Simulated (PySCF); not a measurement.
Magnetisability: SMILES C(=N/[H])/CCCB(F)F, C4H8BF2N

Molfile (atoms numbered from 1):
```
C4H8BF2N
     RDKit          3D

 16 15  0  0  0  0  0  0  0  0999 V2000
    1.7394    1.3831    1.4137 N   0  0  0  0  0  0  0  0  0  0  0  0
    1.6794    0.3621    0.6911 C   0  0  0  0  0  0  0  0  0  0  0  0
    1.0388    0.2058   -0.6563 C   0  0  0  0  0  0  0  0  0  0  0  0
    0.0691   -0.9789   -0.6822 C   0  0  0  0  0  0  0  0  0  0  0  0
   -1.0946   -0.7800    0.2989 C   0  0  0  0  0  0  0  0  0  0  0  0
   -2.0709    0.4151   -0.0357 B   0  0  0  0  0  0  0  0  0  0  0  0
   -2.0514    1.0968   -1.1641 F   0  0  0  0  0  0  0  0  0  0  0  0
   -3.0123    0.8069    0.7990 F   0  0  0  0  0  0  0  0  0  0  0  0
    1.2892    2.2122    1.0247 H   0  0  0  0  0  0  0  0  0  0  0  0
    2.1548   -0.5327    1.0875 H   0  0  0  0  0  0  0  0  0  0  0  0
    1.8331    0.0312   -1.3880 H   0  0  0  0  0  0  0  0  0  0  0  0
    0.5156    1.1245   -0.9319 H   0  0  0  0  0  0  0  0  0  0  0  0
   -0.3235   -1.0962   -1.6936 H   0  0  0  0  0  0  0  0  0  0  0  0
    0.6100   -1.8910   -0.4206 H   0  0  0  0  0  0  0  0  0  0  0  0
   -0.6972   -0.6508    1.3097 H   0  0  0  0  0  0  0  0  0  0  0  0
   -1.6872   -1.6992    0.3365 H   0  0  0  0  0  0  0  0  0  0  0  0
  9  1  1  0
  1  2  2  0
  2  3  1  0
  3  4  1  0
  4  5  1  0
  5  6  1  0
  6  7  1  0
  6  8  1  0
  2 10  1  0
  3 11  1  0
  3 12  1  0
  4 13  1  0
  4 14  1  0
  5 15  1  0
  5 16  1  0
M  END
```

The calculation used GIAO OPBE/6-31G* magnetisability, rotational g tensor and spin-rotation constants, non-relativistic, gas phase in PySCF 2.14.0. Geometry: GFN2-xTB.

How diamagnetic is it, and how anisotropic?

Isotropic -1078 × 10⁻³⁰ J/T², or -64.9 × 10⁻⁶ cm³/mol; principal values -1215, -1074, -945 × 10⁻³⁰ J/T², anisotropy 234 × 10⁻³⁰ J/T² (root of half the summed squared differences of the principal values). The susceptibility is in cgs units.

Split it along the inertial axes a, b, c into diamagnetic and paramagnetic parts about the centre of mass, with the quadrupole moment.


```
axis  χ (10⁻⁶ cm³/mol)  diamagnetic (10⁻⁶ cm³/mol)  paramagnetic (10⁻⁶ cm³/mol)  summed x² of all electrons (Å²)  quadrupole Θ (D Å)
   a             -70.2                      -496.2                        426.0                            206.5               -6.91
   b             -62.0                     -1070.0                       1008.0                             71.3               +0.97
   c             -62.6                     -1178.7                       1116.1                             45.7               +5.93
```
Anisotropies 2χaa − χbb − χcc = -15.9 and 2χbb − χaa − χcc = +8.9 × 10⁻⁶ cm³/mol. Θ is traceless in Buckingham's convention.

And the rotational g tensor?


| axis | rotational constant (GHz) | g | nuclear part | electronic part |
| --- | --- | --- | --- | --- |
| a | 2.9631 | -0.0152 | 0.5778 | -0.5930 |
| b | 1.1391 | -0.0127 | 0.5267 | -0.5394 |
| c | 1.0329 | -0.0127 | 0.5289 | -0.5416 |

Asymmetric top; isotopes 11B, 12C, 19F, 1H, 14N; no vibrational averaging.
